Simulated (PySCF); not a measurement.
Atom-mapped SMILES (the numbers label the heavy atoms): `[OH:1][B:2]([PH2:3])[CH:4]1[CH2:5][CH2:6]1` (H(Xn): hydrogen on atom n). Ha(C5), Ha(C6) are cis to B2 on the ring; Hb(C5), Hb(C6) are trans to B2 on the ring.

Geometry: PBE0-D3(BJ)/def2-SVP; GIAO shifts from PySCF 2.14.0 with density-fitted response routines, gas phase, non-relativistic, averaged over equivalent atoms.

At PBE0/STO-3G (42 basis functions, 3.5 s wall time on 1 thread of an Arm Neoverse V1, shared host):
```
        atoms  δ (ppm)
           O1    133.5
           B2     60.3
           P3   -138.3
        C5/C6     18.5
           C4     12.2
        H(O1)     5.94
Hb(C5)/Hb(C6)     0.88
        H(C4)     0.86
Ha(C5)/Ha(C6)     0.56
        H(P3)     0.39
```

δ = σ(ref) − σ, references computed at the same level: 17O (σ = 341.71 ppm) against H2O; 11B (σ = 128.75 ppm) against BF3·OEt2; H3PO4 for 31P (σ = 552.63 ppm); 13C (σ = 234.69 ppm) and 1H (σ = 32.60 ppm) vs TMS.

Question: What do these become at PBE0/def2-TZVP?

Answer: 
| atoms | δ at PBE0/def2-TZVP | change |
| --- | --- | --- |
| O1 | 194.1 | +60.6 |
| B2 | 58.9 | -1.4 |
| P3 | -264.6 | -126.3 |
| C5/C6 | 8.2 | -10.3 |
| C4 | 7.7 | -4.5 |
| H(O1) | 4.86 | -1.08 |
| Hb(C5)/Hb(C6) | 0.80 | -0.08 |
| H(C4) | 0.30 | -0.56 |
| Ha(C5)/Ha(C6) | 0.50 | -0.06 |
| H(P3) | 1.75 | +1.36 |

Shifts are taken against calculated references (same method and geometry level): 17O (σref 332.57) against H2O; 11B (σref 102.62) vs BF3·OEt2; 31P (σref 280.95) vs H3PO4; 13C (σref 186.65) and 1H (σref 31.48) against TMS.

The largest change is at P3 (phosphorus bonded to B, 2 H). Cost: 240 basis functions, 54 s wall time on 1 thread of an Arm Neoverse N1, shared host.

A carbon bonded to boron is broadened by the quadrupolar boron nucleus and is often missing from a measured spectrum. Experimental scales use liquid or dissolved standards, which lie at an offset from isolated H2O (liquid H2O: subtract about 36 ppm) and H3PO4.
